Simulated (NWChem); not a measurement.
# Si2NH6OF; SMILES [SiH3]O[Si@@H](N)F

```xyz
11

N      1.2885    -1.3249     0.4339
Si    -0.0854    -0.9856    -0.5241
F     -1.3356    -1.5815     0.3158
O     -0.2299     0.6397    -0.7200
Si     0.0176     2.0259     0.1723
H      2.2148    -1.0062     0.1761
H      1.3227    -2.1579     1.0099
H     -0.1665    -1.5782    -1.8777
H      1.4786     2.3279     0.2516
H     -0.5270     1.8779     1.5538
H     -0.6762     3.1456    -0.5224
```
Atoms are numbered in this order, from 1.

All runs: NWChem. Structure relaxed at the PBE0/def2-SVP level. GIAO values for the isolated, static molecule; σ is the absolute isotropic shielding, δ = σ(reference) − σ with the isolated reference molecule computed at the same levels (19F: trichlorofluoromethane, 1H: tetramethylsilane, 17O: water, 29Si: tetramethylsilane).

```csv
level,δ Si2 (ppm),δ F3 (ppm),δ O4 (ppm),δ H6 (ppm),δ H7 (ppm),δ H8 (ppm),δ H9 (rotor mean) (ppm)
PBE/pcSseg-1,-46.3,-163.5,66.3,0.68,0.87,5.08,5.23
KT2/pcSseg-1,-43.2,-169.6,60.5,0.75,0.93,5.05,5.18
"LDA (Slater exchange, VWN5)/pcSseg-1",?,?,?,0.80,0.97,?,?
PBE0/pcSseg-1,-45.0,-147.9,55.6,0.76,0.96,4.77,5.03
```

**Question.** Fill in the missing entries.

**Answer.** 
- LDA (Slater exchange, VWN5)/pcSseg-1, δ Si2 (ppm): -40.0
- LDA (Slater exchange, VWN5)/pcSseg-1, δ F3 (ppm): -161.5
- LDA (Slater exchange, VWN5)/pcSseg-1, δ O4 (ppm): 76.5
- LDA (Slater exchange, VWN5)/pcSseg-1, δ H8 (ppm): 5.29
- LDA (Slater exchange, VWN5)/pcSseg-1, δ H9 (rotor mean) (ppm): 5.49
